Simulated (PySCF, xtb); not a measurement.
ClH3MoO3Si, SMILES [Cl][Mo](=[O])(=[O])[O][SiH3], multiplicity 1. Other conformers were not sampled.

Harmonic wavenumbers (cm⁻¹) from GFN2-xTB in xtb 6.7.1 at its own minimum, in rising order: 21, 55, 70, 156, 183, 244, 254, 264, 350, 381, 578, 603, 730, 742, 793, 903, 922, 969, 2194, 2195, 2203.

Task: What does PBE-D3(BJ)/def2-SVP in PySCF give at its own minimum? (The exact figures need the calculation; the answer reports its results.)

Result: 20, 40, 48, 150, 182, 253, 260, 335, 424, 461, 677, 685, 904, 907, 911, 991, 995, 1016, 2184, 2198, 2203. Paired by order, the mean absolute difference is 55 cm⁻¹ and the zero-point energies are 21.2 and 22.7 kcal/mol.
